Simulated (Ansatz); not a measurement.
BFH₂S₂ (`FB(S)S`) at its PBE0-D4/def2-TZVP geometry, where that method's forces vanish. Charge 0, multiplicity 1.

```xyz
6

F    -0.3993    0.3816    1.2332
B    -0.0072    0.0064    0.0209
S     0.1922    1.2253   -1.2959
S     0.3349   -1.7301   -0.3351
H    -0.1669    2.2691   -0.5301
H     0.0464   -2.1524    0.9071
```

What forces (eV/Å) does ωB97M-V/def2-TZVPP give on these atoms in Ansatz 0.2.0? (An estimate is asked.)

Ansatz gave: 
```
F1  -0.053  0.051  0.166
B2   0.045 -0.042 -0.136
S3  -0.023  0.130  0.020
S4  -0.013 -0.095  0.093
H5   0.025 -0.079 -0.053
H6   0.020  0.034 -0.090
```
